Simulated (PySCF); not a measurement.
# From computed data to an observable: dipole moment from atomic charges

Be(F)(OMe) (CH3BeFO), SMILES C[O][Be][F]. Atoms are numbered in the order given.

```xyz
7

Be    -0.0132     0.8216     0.0000
F      0.0280     2.2250     0.0000
O     -0.0861    -0.5694     0.0000
C      0.0431    -1.9539     0.0000
H     -0.9495    -2.4345     0.0000
H      0.5905    -2.2990    -0.8933
H      0.5905    -2.2990     0.8933
```

Geometry: PBE-D3(BJ)/def2-TZVP. The values are those of a single conformer.

Charges (e) from M06-2X/def2-TZVPD in PySCF:

| atom | IAO | ESP fit |
|---|---|---|
| Be1 | 1.687 | 0.790 |
| F2 | -0.854 | -0.472 |
| O3 | -1.069 | -0.408 |
| C4 | -0.166 | -0.348 |
| H5 | 0.135 | 0.145 |
| H6 | 0.134 | 0.147 |
| H7 | 0.134 | 0.147 |

The dipole moment of the full density is 2.42 D.

**Question.** What dipole moment does each set of point charges give, and which comes closer to that of the density?

**Answer.** 
μ = Σ q r, and 1 e Å = 4.8032 D.
IAO: Σ q r = (0.069, -0.526, 0.000) e Å, |μ| = 2.55 D.
ESP fit: Σ q r = (0.032, -0.518, 0.000) e Å, |μ| = 2.49 D.
ESP fit comes closer in size. Point charges leave out the atoms' own dipoles (lone pairs, polarised bonds); fits to the potential absorb them, partitions of the density don't.
